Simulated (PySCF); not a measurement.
FeO₂, SMILES [O]=[Fe]=[O] (connectivity only; charge and spin as stated), neutral, multiplicity 5.

The structure is a stationary point at PBE-D3(BJ)/def2-TZVP. The multiplicity is an assumed one; other spin states were not compared.

These are PBE-D3(BJ)/def2-TZVP run with PySCF values and carry that method's errors.

Frequencies are harmonic and unscaled.

| mode | ν (cm⁻¹) | IR (km/mol) | moving atoms (share of kinetic energy) |
|---|---|---|---|
| 1 | 296 | 12.7 | O 78 %, Fe 22 % |
| 2 | 908 | 39.3 | O 85 %, Fe 15 % |
| 3 | 948 | 93.9 | O 70 %, Fe 30 % |
